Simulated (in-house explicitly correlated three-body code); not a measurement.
Computed with an exponentially correlated three-body code. Model: two electrons around a point charge, non-relativistic, variational in 260 exponentially correlated functions (energies converged to about 1e-7 hartree, or 1e-8 relative for large Z).

Command:
```bash
python run_hyl.py task.json out
```
Settings (lengths in bohr, energies in hartree):
```
Z                      7
screening              1.4
interaction_strength   1
functions              260
states_tried           13
```

Time taken, with all properties: 2.5 min on 1 thread of Arm Neoverse N1, on a shared host.

**Those bound S and P states to n = 4 that converged, binding against the one-electron ion.**

Given: nuclear charge 7; Yukawa screening of all interactions 1.4 1/bohr.

Computed: one-electron threshold -16.0136171 hartree.

```tsv
term	energy (hartree)	binding (eV)
1 1S	-29.0615805	355.05
2 3S	-16.3496886	9.145
2 1S	-16.2542254	6.5473
```

**Converged states only, values per electron or pair (inverse distances are <exp(-kr)/r>).**

```
term  mean r (bohr)  mean r squared (bohr²)  mean inverse r (1/bohr)  mean r12 (bohr)  mean inverse r12 (1/bohr)  mean cosine  mean p1 dot p2 (bohr⁻²)  delta r1 (bohr⁻³)  delta r12 (bohr⁻³)
1 1S        0.23449                0.074487                    5.316          0.34711                       2.82    -0.018113                  0.73846             94.188              9.4615
2 3S        0.83021                  1.3307                   2.9897           1.4631                    0.22242   -0.0026455                 0.013732             54.021                   -
2 1S        0.91827                  1.6872                   2.9626           1.6328                    0.26523   -0.0032186                 0.023568             53.626             0.58446
```

**Static dipole response.**

```json
{"state": "1 1S", "polarisability (bohr³)": "0.005547"}
{"state": "2 3S", "polarisability (bohr³)": "4.1529"}
```
